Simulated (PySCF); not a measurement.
# Working out the ionisation energy of Co⁺

Co⁺ [Ar] 3d8 (3F) → Co²⁺ [Ar] 3d7 (4F). Calculation: PySCF 2.14, in jorge-DZP-DKH (8s6p2d1f, 43 functions); scalar relativity by spin-free X2C-1e. Frozen: [Ar]. Energies in hartree (1 hartree = 27.21139 eV):

```json
{"part": "UHF", "Co⁺ (lower)": "-1391.370729", "Co²⁺ (upper)": "-1390.853997"}
{"part": "MP2 opposite-spin", "Co⁺ (lower)": "-0.113636", "Co²⁺ (upper)": "-0.062837"}
{"part": "MP2 same-spin", "Co⁺ (lower)": "-0.069968", "Co²⁺ (upper)": "-0.048365"}
```

What does Hartree-Fock give?

(-1390.853997) − (-1391.370729) = 0.516732 hartree = 14.061 eV.

What do MP2 and SCS-MP2 (6/5 opposite-spin, 1/3 same-spin) give?

The opposite-spin parts differ by 1.382 eV and the same-spin parts by 0.588 eV. MP2: 14.061 + (1.382) + (0.588) = 16.031 eV. SCS-MP2: 14.061 + 1.2 × (1.382) + (0.588)/3 = 15.915 eV.

Reference: 17.084 eV (measured; NIST Atomic Spectra Database, ionization energies), between the lowest levels; spin-orbit coupling is absent from the calculation.

A double-zeta basis recovers only part of the correlation energy.

What remains against the reference includes basis incompleteness, the frozen core and correlation beyond second order.
